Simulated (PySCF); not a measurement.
## Stationary points of PbCl3

All numbers come from PBE0 in PySCF with Pb def2-SVP with ECP60, Cl def2-SVP; scalar-relativistic core potentials, no spin–orbit coupling; density-fitted integrals.

Relaxations began from a few typed shapes; open shells are unrestricted. The search is not exhaustive: other isomers or separated fragments can lie lower, and high-lying points may rest on an excited occupation.

Which is the lowest minimum found?
A. doublet C3v: Pb–Cl 2.485 Å (×3); Cl–Pb–Cl 109.8° (×3)
B. doublet D3h: Pb–Cl 2.520 Å (×3); Cl–Pb–Cl 120.0° (×3)

A. The others lie at 17.3 (doublet D3h, a saddle point) kJ/mol above it.

For the lowest minimum: spin–orbit coupling, left out here, can matter for elements this heavy.
